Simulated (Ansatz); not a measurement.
Start from `[CH3][GeH]([F])[SeH]` and change one atom or group to get `[CH3][GeH]([F])[SH]`.

Ansatz, PBE0-D4/def2-TZVP geometries, multiplicity 1. Each molecule was computed in one conformer, which needn't be the lowest.

Scalar relativity is left out up to krypton.

```
                                                                                  property  `[CH3][GeH]([F])[SeH]`
                                                         LUMO energy (PBE/def2-TZVPP) / eV                   -1.08
                                          size of the dipole moment (B3LYP/def2-TZVPP) / D                    2.52
                                                         HOMO energy (PBE/def2-TZVPP) / eV                   -6.13
                                                       HOMO energy (B3LYP/def2-TZVPP) / eV                   -7.06
                                                     HOMO–LUMO gap (B3LYP/def2-TZVPP) / eV                    6.61
ideal-gas entropy at 298 K and 1 bar (rigid rotor, harmonic PBE0-D4/def2-TZVP) / J/(mol·K)                     361
```

(1) What does the change do to each property? (Best estimate.)

Results:

(1) Ansatz gave: 
| property | `[CH3][GeH]([F])[SH]` | shift |
| --- | --- | --- |
| LUMO energy (PBE/def2-TZVPP) / eV | -0.74 | 0.34 |
| size of the dipole moment (B3LYP/def2-TZVPP) / D | 2.62 | 0.10 |
| HOMO energy (PBE/def2-TZVPP) / eV | -6.46 | -0.33 |
| HOMO energy (B3LYP/def2-TZVPP) / eV | -7.47 | -0.41 |
| HOMO–LUMO gap (B3LYP/def2-TZVPP) / eV | 7.42 | 0.81 |
| ideal-gas entropy at 298 K and 1 bar (rigid rotor, harmonic PBE0-D4/def2-TZVP) / J/(mol·K) | 348 | -13 |

With PBE0 the HOMO falls by 0.43 eV and the LUMO rises by 0.42 eV, so the gap widens by about 0.85 eV. PBE moves the HOMO by -0.33 eV and ωB97M-V by -0.47 eV. Dipoles are sizes alone; their direction can turn.

B3LYP here is the variant with VWN-RPA as its local correlation; programs differ in this.
